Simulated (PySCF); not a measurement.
BaCl, SMILES [Cl][Ba+], charge +1.

Geometry: B3LYP-D3(BJ)/def2-TZVPD. The spin state was assumed, not searched. The def2 effective core potentials stand for the cores of Ba; spin–orbit coupling is left out.

Vertical ionisation energy (IE) and electron affinity (EA) in eV. Rows of orbital energies are one-electron estimates. Where ΔSCF, EOM or ADC give a negative EA the extra electron is unbound and the value depends on the basis.

```csv
level,IE,EA
"−ε(HOMO), −ε(LUMO), ωB97X/def2-TZVPD (PySCF)",14.54,4.38
"−ε(HOMO), −ε(LUMO), r2SCAN/def2-TZVPD (PySCF)",11.27,5.99
```
